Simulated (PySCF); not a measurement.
Krypton: a sound run and one with changed settings

Sound run: Kr [Kr], Kr⁺ [Ar] 3d10 4s2 4p5. Computed with PySCF 2.14 in def2-SVP (5s4p3d, 32 functions), with no relativity, point nucleus. In the sound run the correlated levels freeze [Ar] 3d10. The sound run starts from symmetry-adapted Hartree-Fock orbitals and uses a fine grid where one is needed.

A second run was set up differently.

```
species  method  sound run (hartree)  changed run (hartree)  converged
     Kr     UHF          -2751.66988            -2722.70600        yes
     Kr   B3LYP          -2753.45479            -2724.04007        yes
     Kr     LDA          -2749.73460            -2720.14499        yes
     Kr     MP2          -2751.79530            -2722.70600        yes
    Kr⁺     UHF          -2751.18533            -2722.30230        yes
    Kr⁺   B3LYP          -2752.93523            -2723.60031        yes
    Kr⁺     LDA          -2749.20846            -2719.70168        yes
    Kr⁺     MP2          -2751.28583            -2722.30230        yes
```

Ionisation energy of Kr:

| method | sound run (eV) | changed run (eV) |
| --- | --- | --- |
| UHF | 13.185 | 10.985 |
| B3LYP | 14.138 | 11.966 |
| LDA | 14.317 | 12.063 |
| MP2 | 13.863 | 10.985 |
| SCS-MP2 | 13.786 | 10.985 |

Question: What was changed?
A. too few SCF iterations
B. all electrons correlated in a valence basis
C. basis contracted for another Hamiltonian
D. minimal basis

Answer: D. It used basis STO-3G. A minimal basis cannot let orbitals breathe on ionisation and holds almost no correlation.
